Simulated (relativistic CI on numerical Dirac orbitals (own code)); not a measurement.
# Fe3+ in a cubic cluster: L2,3 absorption with charge transfer

Computed with a charge-transfer multiplet model of a cubic metal-ligand cluster with up to 3 ligand holes, Slater and spin-orbit integrals from Dirac-Coulomb-Breit ions, Slater integrals scaled by 0.8. The ground state mixes d5 with configurations of k ligand holes L, whose averages lie at kΔ + k(k − 1)U_dd/2; a core hole lowers each added d electron by U_cd. 300 K, Lorentzian 0.4 eV and Gaussian 0.3 eV FWHM.

Atomic integrals in eV (Slater integrals scaled, ζ unscaled), ground: F2dd 9.587, F4dd 5.993, zeta_d 0.056; with the core hole: F2dd 10.208, F4dd 6.385, zeta_d 0.075, zeta_core 8.130, F2cd 5.984, G1cd 4.514, G3cd 2.566.

Cluster parameters (eV): Δ = -0.1, U_cd = 7.3, 10Dq = 1.25, 10Dq(ligand) = 0.5, V(eg) = 3.35, V(t2g) = -1.76, final-state hopping factor = 0.8.

Weights, n_d and S are thermal averages at 300 K. Photon energies count from the first peak over 30 % of the highest in each spectrum, which can be another peak from case to case. The parameters are a model scan and need not match a compound or its usual spin state. Peaks in eV (height, largest 100): -1.5 (29), 0.0 (40), 1.4 (100), 3.2 (18), 4.6 (9), 13.5 (45).

(1) Which parameters give this spectrum?
A. U_dd = 5.3 eV
B. U_dd = 7.4 eV
C. U_dd = 6 eV

## Answers

(1) C. U_dd = 6 eV; the ground state then has 6.01 d electrons and S = 0.52. The choice follows from running the model for each set and comparing peak positions and heights.
